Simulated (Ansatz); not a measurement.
Isolated molecules relaxed with PBE0-D4/def2-TZVP in Ansatz; ΔE leaves out vibrations. CBS: MP2 limit from def2 TZ/QZ plus the TZ coupled-cluster correction, frozen cores. Functionals use def2-TZVPP. Elements past krypton have def2 core potentials. For Zr outer-core shells are correlated without core-valence functions, which leaves a few kJ/mol of doubt a bond. Each species was taken in one conformer, which may not be the lowest.

Reaction (redistribution): `C[O][Zr]([OH])([Cl])[c]1ccccc1` + `C#[C][Zr]([OH])([OH])[F]` → `[OH][Zr]([OH])([Cl])[c]1ccccc1` + `C#[C][Zr]([OH])([F])[O]C`

```csv
species,r2SCAN energy (Eh)
`C[O][Zr]([OH])([Cl])[c]1ccccc1`,-930.02374
`C#[C][Zr]([OH])([OH])[F]`,-375.54756
`[OH][Zr]([OH])([Cl])[c]1ccccc1`,-890.73677
`C#[C][Zr]([OH])([F])[O]C`,-414.83455
```

Question: Work out ΔE.

Answer: ΔE = (-890.73677) + (-414.83455) − (-930.02374) − (-375.54756) = -0.00002 Eh = -0.1 kJ/mol. CCSD(T)/CBS gives +1.0 kJ/mol.

Largest T1 diagnostic among the species: 0.017.

Leaving LDA and LC-ωPBE aside and taking each functional with its dispersion term where it has one, the values, not all of them listed here, spread over 0.6 kJ/mol, from B2PLYP to revPBE-D4.
